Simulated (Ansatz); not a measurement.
AsH4Si (SMILES [SiH2][AsH2]) moved off its minimum; all values from Ansatz (a program for electronic structure), cores frozen in correlated methods. Open shells are unrestricted.
(charge 0, multiplicity 2)
```xyz
6

Si    -1.58361    -0.34685    -0.10480
As     0.79969     0.12822     0.13541
H     -2.35545     0.88839     0.11439
H     -1.92594    -1.00814    -1.35272
H      1.28476    -1.19558    -0.10312
H      1.11016     0.55953    -1.12264
```

```csv
level,largest force (eV/Å),on atom,rms difference from CCSD(T)/def2-TZVPPD (eV/Å),dipole (D)
HF/def2-TZVPP,4.35,As2,0.140,0.83
PBE/def2-TZVPP,4.94,As2,0.125,0.62
r2SCAN/def2-TZVPP,4.63,As2,0.084,0.71
B3LYP/def2-TZVPP,4.65,As2,0.060,0.61
wB97M-V/def2-TZVPP,4.54,As2,0.105,0.64
MP2/def2-TZVPPD,4.61,As2,0.075,0.74
CCSD(T)/def2-TZVPPD,4.76,As2,0.000,0.71
```

The differences count from one level among others, with limits of its own. Forces at CCSD(T)/def2-TZVPPD (eV/Å):

```csv
atom,Fx,Fy,Fz
Si1,1.104,0.130,0.374
As2,-1.896,0.616,4.318
H3,-0.111,0.123,-0.029
H4,-0.290,-0.211,-0.492
H5,0.518,-1.979,-0.302
H6,0.676,1.321,-3.868
```
